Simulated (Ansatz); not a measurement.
The cluster Zr₂Si₂, relaxed as a quintet with UKS B3LYP-D4/def2-SVP in Ansatz, starting from the B3LYP-D4/def2-SVP geometry of the neutral singlet. Force threshold 0.02 eV/Å.

In the def2 sets Zr takes a core potential; there is no spin–orbit coupling. At B3LYP-D4/def2-SVP a singlet of charge 0 lies 0.24 eV below the quintet, each at its own geometry. The structure comes from a short search, and lower isomers may exist.

Start:

```xyz
4

Zr    0.0205   -1.0235   -1.2558
Zr   -0.8909   -0.3196    1.3150
Si    1.4680    0.0262    0.5133
Si   -0.5977    1.3169   -0.5724
```

Question: Estimate the energy that the relaxation releases and the steps that it takes.

Answer: 8.5 kcal/mol, in 5 steps; 44 s on 2 threads of Arm Neoverse V1 on a shared host. No frequencies were taken in this run, so the end may be a saddle point.

Question: Does the start keep its bonding and symmetry?

Answer: By distances, no bond broke or formed. The bond that changes most is Zr1–Zr2, from 2.82 to 2.59 Å (atoms count from 1). Point group C2v at the start, C2v at the end, both within 0.05 Å.

Question: Predict the relaxed structure.

Answer: 
Cartesian coordinates in Å:
```
Zr -0.096 -1.117 -1.145
Zr -0.933 -0.471 1.215
Si 1.471 0.196 0.468
Si -0.442 1.391 -0.538
```
Bond lengths (bridged metal pairs left out): 4 × Si–Zr 2.60 Å; 1 × Zr–Zr 2.59 Å; 1 × Si–Si 2.47 Å.
